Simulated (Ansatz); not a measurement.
Total energies of CH$_{6}$OSSi (`OCS[SiH3]`).

| atom | x (Å) | y (Å) | z (Å) |
| --- | --- | --- | --- |
| O1 | 1.079 | -1.537 | -0.928 |
| C2 | 0.329 | -0.434 | -1.315 |
| S3 | 0.752 | 1.125 | -0.439 |
| Si4 | -0.505 | 0.893 | 1.259 |
| H5 | 0.914 | -1.719 | 0.002 |
| H6 | 0.558 | -0.244 | -2.363 |
| H7 | -0.750 | -0.600 | -1.218 |
| H8 | -0.202 | 2.010 | 2.185 |
| H9 | -0.235 | -0.406 | 1.940 |
| H10 | -1.942 | 0.910 | 0.877 |

The species carries charge 0 and has multiplicity 1. The geometry is a stationary point of PBE0-D4/def2-TZVP. It is one conformer, not always the lowest. Basis def2-TZVPP, Ansatz 0.2.0.

RPA on PBE orbitals: Hartree–Fock energy of these orbitals -802.71105 Eh, correlation -1.21829 Eh (frozen core).

```json
{"functional": "LDA (SPW92)", "energy without D4 (Eh)": "-801.23228", "D4 term (kJ/mol)": "–"}
{"functional": "PBE", "energy without D4 (Eh)": "-804.24068", "D4 term (kJ/mol)": "-20.7"}
{"functional": "revPBE", "energy without D4 (Eh)": "-804.53107", "D4 term (kJ/mol)": "-62.7"}
{"functional": "BLYP", "energy without D4 (Eh)": "-804.65417", "D4 term (kJ/mol)": "-45.7"}
{"functional": "r2SCAN", "energy without D4 (Eh)": "-804.58471", "D4 term (kJ/mol)": "-4.9"}
{"functional": "PBE0", "energy without D4 (Eh)": "-804.30979", "D4 term (kJ/mol)": "-17.4"}
{"functional": "r2SCANh", "energy without D4 (Eh)": "-804.57505", "D4 term (kJ/mol)": "-5.3"}
{"functional": "r2SCAN0", "energy without D4 (Eh)": "-804.56164", "D4 term (kJ/mol)": "-5.8"}
{"functional": "HSE06 (plane-wave form)", "energy without D4 (Eh)": "-804.28980", "D4 term (kJ/mol)": "-16.3"}
{"functional": "CAM-B3LYP", "energy without D4 (Eh)": "-804.66830", "D4 term (kJ/mol)": "-17.7"}
{"functional": "LC-ωPBE", "energy without D4 (Eh)": "-804.43001", "D4 term (kJ/mol)": "–"}
{"functional": "ωB97X-V", "energy without D4 (Eh)": "-804.55866", "D4 term (kJ/mol)": "–"}
{"functional": "B2PLYP", "energy without D4 (Eh)": "-804.36319", "D4 term (kJ/mol)": "–"}
{"functional": "PBE-QIDH", "energy without D4 (Eh)": "-804.12376", "D4 term (kJ/mol)": "–"}
```

(1) Give the same for B97M-V, B3LYP, BHLYP, ωB97M-V. (Best estimate.)

B3LYP takes the VWN-RPA correlation (the form of Gaussian; ORCA's B3LYP/G). HSE06 is the plane-wave form, built on full-range PBE exchange. The double hybrids freeze the cores in their second-order part.

## Answers

(1) Ansatz gave: 
| functional | energy without D4 (Eh) | D4 term (kJ/mol) |
| --- | --- | --- |
| B97M-V | -804.50197 | – |
| B3LYP | -804.74479 | -33.6 |
| BHLYP | -804.63367 | -25.9 |
| ωB97M-V | -804.60462 | – |

LC-ωPBE has ω = 0.4 bohr⁻¹.
